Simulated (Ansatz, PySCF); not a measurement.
Pair of molecules: CH4O (SMILES CO) (first 6 atoms) with H2 (SMILES [H][H]); geometry from B3LYP-D3(BJ)/def2-TZVP, rigid monomers moved along the line of their centres of mass till O2···H7 is 2.29 Å.
(charge 0, multiplicity 1):
```xyz
8

C      0.68555     0.34948    -0.35468
O     -0.66138     0.20278     0.07653
H      1.37289    -0.28148     0.21927
H      0.95633     1.39134    -0.19043
H      0.80218     0.12518    -1.42035
H     -0.93647    -0.70742    -0.07222
H     -0.20868    -0.15958     2.29573
H      0.06082    -0.39904     2.94900
```

Quantity: the interaction energy.

Counterpoise-corrected where a basis set is named; no monomer relaxation.

Cores are frozen in the correlated methods. CBS: X⁻³ extrapolation of the correlation energy, Hartree–Fock from the larger set.

Codes used: Ansatz (Gaussian orbitals); PySCF for the dispersion terms. 

Costs are ratios of core time to PBE/def2-TZVPPD (roughly 3.0 s), for whole runs (searches for the state included, and forces where a run took them) on one shared machine, so rough; each difference counts from -19.2 meV (CCSD(T)/CBS(aug-cc-pVDZ, aug-cc-pVTZ), a level with limits of its own).

A star marks coupled-cluster runs past 200 virtual orbitals, where the program's memory plan changes under this machine's limit, so their costs aren't comparable with smaller runs.

| level | basis functions | cost | difference (meV) |
|---|---|---|---|
| PBE/def2-TZVPPD | 179 | ×1 | 4.7 |
| PBE-D3(BJ)/def2-TZVPPD | 179 | ×1 | -15.3 |
| PBE0/def2-TZVPPD | 179 | ×1 | 9.2 |
| PBE0-D3(BJ)/def2-TZVPPD | 179 | ×1 | -8.2 |
| B3LYP/def2-TZVPPD | 179 | ×1 | 29.7 |
| B3LYP-D3(BJ)/def2-TZVPPD | 179 | ×1 | -0.7 |
| r2SCAN/def2-TZVPPD | 179 | ×1 | 9.1 |
| r2SCAN-D3(BJ)/def2-TZVPPD | 179 | ×1 | 2.4 |
| wB97X-V/def2-TZVPPD | 179 | ×3 | 2.4 |
| wB97M-V/def2-TZVPPD | 179 | ×3 | 2.5 |
| CCSD(T)/aug-cc-pVDZ | 100 | ×4 | 17.9 |
| CCSD(T)/aug-cc-pVTZ | 230 | ×300* | 5.3 |

With a budget of 100 times the cost of PBE/def2-TZVPPD, the closest level: B3LYP-D3(BJ)/def2-TZVPPD, at -0.7 meV; next is r2SCAN-D3(BJ)/def2-TZVPPD at 2.4 meV.

Ansatz is a first-principles code.
